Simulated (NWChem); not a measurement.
Molecule: CH$_{5}$F$_{2}$NSi$_{2}$; SMILES F[SiH](F)/N=C/[SiH3]

```xyz
11

F     -0.6965    -1.9417     1.0289
Si     0.3316    -1.5253    -0.1485
F     -0.2454    -2.1676    -1.5060
N      0.4045     0.1876    -0.3554
C     -0.2376     1.0583     0.3148
Si    -0.0472     2.9252    -0.0340
H      1.6595    -2.0930     0.1406
H     -0.9377     0.7613     1.1311
H      0.4388     3.5909     1.2137
H      0.9105     3.1340    -1.1538
H     -1.3928     3.4837    -0.3692
```
Atoms are numbered in this order, from 1.

Program: NWChem. Pople sets run with spherical d functions. All runs use the structure optimised with PBE0/def2-SVP. GIAO values for the isolated, static molecule; σ is the absolute isotropic shielding.

### Question
Taking PBE0/IGLO-II as the yardstick, which of these has the fewest basis functions while keeping “σ C5 (ppm)” within 5 ppm of it: PBE0/6-31G*; PBE0/def2-SVP; PBE0/6-311G**?

### Answer
PBE0/6-311G**.
| level | basis functions | σ C5 (ppm) |
|---|---|---|
| PBE0/6-31G* | 102 | -3.7 |
| PBE0/def2-SVP | 117 | -11.6 |
| PBE0/6-311G** | 154 | -24.6 |
| PBE0/IGLO-II | 188 | -28.2 |

The yardstick is one finite set, not the basis-set limit.
